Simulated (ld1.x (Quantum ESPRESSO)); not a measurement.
An all-electron radial function and its pseudo partner (tin (Sn))

Columns: radius, all-electron u(r) and pseudo u(r) of the 5p shell (level -6.86 eV) of tin in the configuration [Kr] 4d10 5s2 5p1.5; Wu–Cohen, scalar-relativistic, TM semilocal scheme, ld1.x (Quantum ESPRESSO) 7.5.

| r (bohr) | all-electron | pseudo |
| --- | --- | --- |
| 0.098 | 0.0739 | -0.0027 |
| 0.195 | -0.1407 | -0.0105 |
| 0.292 | -0.1491 | -0.0231 |
| 0.390 | -0.0073 | -0.0399 |
| 0.488 | 0.1463 | -0.0600 |
| 0.585 | 0.2441 | -0.0822 |
| 0.682 | 0.2759 | -0.1059 |
| 0.780 | 0.2520 | -0.1308 |
| 0.878 | 0.1898 | -0.1566 |
| 0.975 | 0.1066 | -0.1832 |
| 1.072 | 0.0140 | -0.2117 |
| 1.170 | -0.0807 | -0.2431 |
| 1.268 | -0.1713 | -0.2782 |
| 1.365 | -0.2539 | -0.3172 |
| 1.463 | -0.3287 | -0.3607 |
| 1.560 | -0.3935 | -0.4067 |
| 1.658 | -0.4498 | -0.4536 |
| 1.755 | -0.4968 | -0.4973 |
| 1.852 | -0.5355 | -0.5356 |
| 1.950 | -0.5671 | -0.5671 |
| 2.047 | -0.5916 | -0.5916 |
| 2.145 | -0.6102 | -0.6102 |
| 2.242 | -0.6230 | -0.6230 |
| 2.340 | -0.6311 | -0.6311 |
| 2.438 | -0.6348 | -0.6348 |
| 2.535 | -0.6347 | -0.6347 |

Task: How many radial nodes do the two functions have?

Result: The all-electron 5p function has n − l − 1 = 3; the pseudo-wave has 0, since the states of the same l below it are removed with the core.

Task: At about which radius was the pseudo-wave matched?

Result: 1.95 bohr. The columns agree to 0.0005 from 1.85 bohr on; several derivatives are matched, so the curves merge somewhat inside the radius.

Task: Where does each function peak?

Result: Outermost all-electron maximum near 2.44 bohr, pseudo maximum near 2.44 bohr (to the table’s step).

Task: Is the pseudo-wave norm-conserving?

Result: Yes: the TM semilocal scheme keeps the norm inside the radius equal to the all-electron one, which fixes the energy derivative of the logarithmic derivative at the level.
